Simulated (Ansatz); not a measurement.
A structure relaxed at r2SCAN-D4/def2-SVP in Ansatz, charge 0, singlet:

```xyz
6

Cu   -0.517    0.608    1.585
Cu   -0.986   -0.641   -0.518
Cu    1.228   -0.373    0.064
Cu   -0.031    1.685   -0.557
S    -0.196   -1.516    1.481
S     0.502    0.236   -2.055
```

(1) Give its formula and point group.

(2) Summarise the bond lengths by kind (pairs closer than 1.2 times the sum of covalent radii, bridged metal pairs left out).

## Answers

(1) the cluster Cu4S2. Point group C2v (tolerance 0.1 Å).

(2) 6 × Cu–S 2.15 to 2.32 Å; 1 × Cu–Cu 2.45 Å.

The restricted singlet is unstable towards broken spin symmetry at other levels; at r2SCAN-D4/def2-SVP this wasn't settled. The structure comes from a short search, and lower isomers may exist.
